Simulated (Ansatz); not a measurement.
Cl4Ti, singlet, geometry from GFN2-xTB (such geometries of metal compounds can be far from the true shape); PBE/STO-3G (Ansatz, a first-principles code).

Input for Ansatz:
Ansatz 0.2 input:
```yaml
crystal:
  periodic: [false, false, false]
  atoms:
    - {symbol: Ti, position_ang: [-0.00000000, -0.00000000, -0.00000000]}
    - {symbol: Cl, position_ang: [1.68598647, -0.53254751, -1.15362652]}
    - {symbol: Cl, position_ang: [0.61270013, 0.47649048, 1.96330506]}
    - {symbol: Cl, position_ang: [-0.94593491, 1.67582411, -0.86823504]}
    - {symbol: Cl, position_ang: [-1.35275169, -1.61976707, 0.05855650]}
basis:
  gaussian:
    orbitals: STO-3G
hamiltonian:
  xc: pbe
accuracy: high
```

The log (banner, timings and long lists left out):

```
Functional definition: PBE
1210 factors; integrals over basis functions are off by at most 3.2e-9 eV
mean field evaluation 1: about -72399.2871 eV, gradient 3.7e1 eV
mean field evaluation 2: about -72305.3030 eV, gradient 2.0e2 eV
mean field evaluation 4: about -72404.8110 eV, gradient 1.8e0 eV
mean field evaluation 8: about -72404.8097 eV, gradient 1.2e-1 eV
mean field evaluation 16: about -72404.8097 eV, gradient 6.7e-7 eV
mean field -72404.80971172 eV, -2660.8276791629 hartree, gradient 3.5e-8 eV, S^2 0.000000; 0 other end points of the search recorded, 0 dependent functions left out
reference -72404.80971383 eV, -2660.8276792405 hartree; 45, 45 occupied and 9, 9 virtual orbitals, 1210 factors
Total energy: -72404.80971383 eV, -2660.8276792405 hartree
```
